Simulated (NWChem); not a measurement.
System meant: SnHSeF₃; SMILES [F][Sn]([F])([F])[SeH]

NWChem input:

```
start job
memory heap 200 mb stack 900 mb global 1100 mb
geometry units angstroms noautoz
  F     -0.726124     1.456190    -1.548139
  Sn     0.010523     0.591637    -0.004439
  F      1.844349     1.147654     0.090899
  F     -0.890427     1.448915     1.453679
  Se    -0.112029    -1.893365    -0.010868
  H      1.361642    -1.906394     0.016528
end
basis spherical
  F library def2-svp
  Sn library def2-svp
  Se library def2-svp
  H library def2-svp
end
ecp
  Sn library def2-ecp
end
dft
  xc xpbe96 cpbe96
  iterations 4
  mulliken
end
task dft energy
```

End of the output:

```
    Atom       Charge   Shell Charges
 -----------   ------   -------------------------------------------------------
    1 F    9     9.26   1.98  1.04  0.80  3.19  2.25  0.00
    2 Sn  22    21.35   1.17  0.76  0.74  0.34  3.01  2.84  1.15  0.64  9.49  1.20
    3 F    9     9.25   1.98  1.04  0.81  3.17  2.25  0.00
    4 F    9     9.26   1.98  1.04  0.80  3.19  2.25  0.00
    5 Se  34    33.92   2.00  2.00  1.96  1.11  0.63  5.99  5.80  2.01  2.36  7.82  2.04  0.21
    6 H    1     0.97   0.58  0.32  0.07

 center of mass
 --------------
 x =  -0.01533654 y =  -0.03075235 z =  -0.00024478

 moments of inertia (a.u.)
 ------------------
        1853.786982354674          -0.000000000000           0.000000000000
          -0.000000000000         635.953759544287           0.000000000000
           0.000000000000           0.000000000000        1876.651257270708

     Multipole analysis of the density
     ---------------------------------

     L   x y z        total         alpha         beta         nuclear
     -   - - -        -----         -----         ----         -------
     0   0 0 0      0.000000    -42.000000    -42.000000     84.000000

     1   1 0 0      0.224574     -0.120752     -0.120752      0.466078
     1   0 1 0     -1.398361     15.006454     15.006454    -31.411268
     1   0 0 1      0.002504      0.009399      0.009399     -0.016294

     2   2 0 0    -43.440796   -101.612858   -101.612858    159.784919
     2   1 1 0     -0.927793      2.287741      2.287741     -5.503276
     2   1 0 1      0.039657      0.000049      0.000049      0.039558
     2   0 2 0    -42.529374   -348.053666   -348.053666    653.577958
     2   0 1 1      0.021653      0.079935      0.079935     -0.138217
     2   0 0 2    -46.267349    -95.742662    -95.742662    145.217975

 ------------------------------------------------------------------------
 dft energy failed                                                                                  0
 ------------------------------------------------------------------------
 ------------------------------------------------------------------------
  current input line :
    25: task dft energy
 ------------------------------------------------------------------------
 ------------------------------------------------------------------------
 This type of error is most commonly associated with calculations not reaching convergence criteria
 ------------------------------------------------------------------------
 For more information see the NWChem manual at https://nwchemgit.github.io

0:dft energy failed:Received an Error in Communication
```

### Question
What is wrong, and how is it mended?

### Answer
Convergence was not reached. Cause: the SCF was allowed too few iterations. This input runs:
```
start job
memory heap 200 mb stack 900 mb global 1100 mb
geometry units angstroms noautoz
  F     -0.726124     1.456190    -1.548139
  Sn     0.010523     0.591637    -0.004439
  F      1.844349     1.147654     0.090899
  F     -0.890427     1.448915     1.453679
  Se    -0.112029    -1.893365    -0.010868
  H      1.361642    -1.906394     0.016528
end
basis spherical
  * library def2-svp
end
ecp
  Sn library def2-ecp
end
dft
  xc xpbe96 cpbe96
  iterations 150
  mulliken
end
task dft energy
```
It converges to -2914.90996 Ha (PBE/def2-SVP with def2 effective core potentials on Sn).
